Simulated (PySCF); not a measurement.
Compound: C4H3ClO2S2.
Bonds: O1–S2 (double), S2–O3 (double), S2–Cl4, S2–C5, C5–C6 (aromatic), C6–C7 (aromatic), C7–C8 (aromatic), C8–S9 (aromatic), C5–S9 (aromatic). Hydrogens: H10 on C6; H11 on C7; H12 on C8.

Computed with PBE0-D3(BJ)/def2-TZVP geometry optimisation, gas phase in PySCF.

Task: Give the optimised bond lengths and angles.

Result: 
| bond | length (pm) | order |
| --- | --- | --- |
| O1=S2, S2=O3 | 142.3 | double |
| S2–Cl4 | 204.9 | single |
| S2–C5 | 172.7 | single |
| C5–C6 | 137.0 | aromatic |
| C6–C7 | 140.8 | aromatic |
| C7–C8 | 136.9 | aromatic |
| C8–S9 | 169.8 | aromatic |
| C5–S9 | 171.0 | aromatic |
| C6–H10 | 108.1 | single |
| C7–H11 | 108.1 | single |
| C8–H12 | 108.0 | single |

Bonds in one row agree within 1 pm and their mean is given. Orders are formal, as drawn. A selection of angles:
| angle | degrees |
| --- | --- |
| O1–S2–O3 | 122.5 |
| O1–S2–Cl4 | 106.0 |
| O1–S2–C5 | 109.4 |
| Cl4–S2–C5 | 101.9 |
| S2–C5–C6 | 125.6 |
| S2–C5–S9 | 121.6 |
| C6–C5–S9 | 112.8 |
| C5–C6–C7 | 111.4 |
| C6–C7–C8 | 112.3 |
| C7–C8–S9 | 112.7 |
| C5–S9–C8 | 90.8 |

Torsions: O1–S2–C5–C6 155° (antiperiplanar). The mirror-image conformer, all signs reversed, is as good.

S2 (sulfonyl sulfur) is distorted tetrahedral (angles from 101.9° to 122.5°). The C–S distances run from 1.698 Å (C8–S9, aromatic) to 1.727 Å (S2–C5, drawn single), a spread of 0.029 Å. Of the pairs four or more bonds apart, O3···H10 is among the closest relative to their van der Waals radii: 2.76 Å, 101 % of the sum of Bondi's values. The 5-membered ring C5–C6–C7–C8–S9 has internal angles of 90.8° to 112.8°; it is planar, 0.00 Å rms from its mean plane, widest ring torsion 0°. The 3 C–C bonds span 1.369 Å (C7–C8, aromatic) to 1.408 Å (C6–C7, aromatic), a spread of 0.039 Å.

Point group: C1 (no symmetry element, even within 0.4 Å). PBE0-D3(BJ)/def2-TZVP frequencies: not computed here. One conformer, not necessarily the lowest.
